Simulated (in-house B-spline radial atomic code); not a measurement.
Settings and results of a run for Al V (Al4+) (an excited or competing configuration). Level of theory: scalar-relativistic (X2C) PBE0, spin-polarised, spherical fractional occupations, exact exchange averaged over the configuration, Fermi nucleus of rms radius 3.061 fm; calculated with a radial B-spline atomic code at the basis-set limit.

Command:
```bash
python run_scf.py task.json out
```
Settings (nuclear radius in fm, mass in u):
```
Z                13
configuration    [He] 2s1 2p6
hamiltonian      x2c
method           pbe0
spin_polarised   True
nucleus          fermi
rms_radius       3.061
atomic_mass      26.98154
speed_of_light   137.035999084
exact_exchange   averaged over the configuration
```

Output (hartree, bohr):
```
 radial grid: 65 intervals, B-splines of order 8, outer radius 8.5106 bohr

 iter        energy (Eh)    residual
    1        -229.853082    5.52e-01
    2        -234.080472    2.45e-01
    3        -234.756881    7.85e-02
    4        -234.834022    2.37e-02
    5        -234.840913    9.59e-03
    6        -234.842276    1.57e-04
    7        -234.842276    6.06e-06
    8        -234.842276    5.08e-07
    9        -234.842276    1.61e-09

 total energy                      -234.84228
 kinetic                             235.3929
 electron-nucleus                   -539.8941
 Hartree                              86.1943
 exact exchange                       -4.0127
 exchange-correlation                -12.5227

 orbital      occ     eigenvalue          <r>       <r^2>       <1/r>     <1/r^3>       r_max
 1s up      1.000       -59.1625     0.119856   0.0193655     12.6931           -     0.07813
 1s down    1.000       -59.0739     0.119955    0.019395     12.6823           -      0.0782
 2s up      1.000        -6.7623      0.60239    0.431323     2.42884           -      0.4882
 2p up      3.000        -5.2938     0.567384    0.401664     2.30717      38.998      0.4189
 2p down    3.000        -5.1355     0.570876    0.407919     2.30092     38.9865       0.418
```

Cost of the run: 0.09 s on 1 thread of AMD EPYC 9R45 96-Core Processor, with other jobs on the host.
